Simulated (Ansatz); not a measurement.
CH$_{3}$F$_{3}$Si, SMILES `FC(F)(F)[SiH3]`, 8 atoms. Total charge 0; spin multiplicity 1. All runs use 4 threads of an Arm Neoverse V2 on a shared host. Correlated methods freeze the cores.

Q: How many basis functions does each run have, and how long does it take in Ansatz? direct RPA on PBE orbitals/def2-TZVPP energy; RHF-MP2/def2-QZVPP energy; RKS ωB97M-V/def2-QZVPP energy; RKS PBE0-D4/def2-TZVP frequencies; RHF-CCSD(T)/def2-SVP energy; RKS PBE0-D4/def2-TZVP relaxation (4 steps); RKS PBE-QIDH (frozen core)/def2-TZVPP energy; RHF-CCSD(T)/def2-TZVPP energy; RKS B3LYP-D4/def2-TZVPP energy and forces; RKS ωB97M-V/def2-SVP energy; RKS r2SCANh-D4/def2-TZVPP energy; RKS PBE0-D4/def2-TZVPP energy. (An estimate is asked.)

A: Ansatz gave: Other jobs shared the machine, so times are rough.

```json
{"level": "RKS PBE0-D4/def2-TZVPP", "job": "energy", "functions": "208", "wall time": "1.7 s", "peak host memory (GiB)": "0.42"}
{"level": "direct RPA on PBE orbitals/def2-TZVPP", "job": "energy", "functions": "208", "wall time": "2.5 s", "peak host memory (GiB)": "0.41"}
{"level": "RKS ωB97M-V/def2-SVP", "job": "energy", "functions": "89", "wall time": "2.6 s", "peak host memory (GiB)": "0.24"}
{"level": "RKS B3LYP-D4/def2-TZVPP", "job": "energy and forces", "functions": "208", "wall time": "2.6 s", "peak host memory (GiB)": "0.47"}
{"level": "RHF-CCSD(T)/def2-SVP", "job": "energy", "functions": "89", "wall time": "2.7 s", "peak host memory (GiB)": "0.32"}
{"level": "RKS r2SCANh-D4/def2-TZVPP", "job": "energy", "functions": "208", "wall time": "3 s", "peak host memory (GiB)": "0.44"}
{"level": "RKS PBE-QIDH (frozen core)/def2-TZVPP", "job": "energy", "functions": "208", "wall time": "3.2 s", "peak host memory (GiB)": "0.47"}
{"level": "RKS ωB97M-V/def2-QZVPP", "job": "energy", "functions": "388", "wall time": "9 s", "peak host memory (GiB)": "1.3"}
{"level": "RKS PBE0-D4/def2-TZVP", "job": "relaxation (4 steps)", "functions": "179", "wall time": "9.5 s", "peak host memory (GiB)": "0.4"}
{"level": "RHF-MP2/def2-QZVPP", "job": "energy", "functions": "388", "wall time": "10 s", "peak host memory (GiB)": "1.8"}
{"level": "RKS PBE0-D4/def2-TZVP", "job": "frequencies", "functions": "179", "wall time": "59 s", "peak host memory (GiB)": "0.4"}
{"level": "RHF-CCSD(T)/def2-TZVPP", "job": "energy", "functions": "208", "wall time": "67 s", "peak host memory (GiB)": "3"}
```

B3LYP here is the variant with VWN-RPA as its local correlation; programs differ in this.
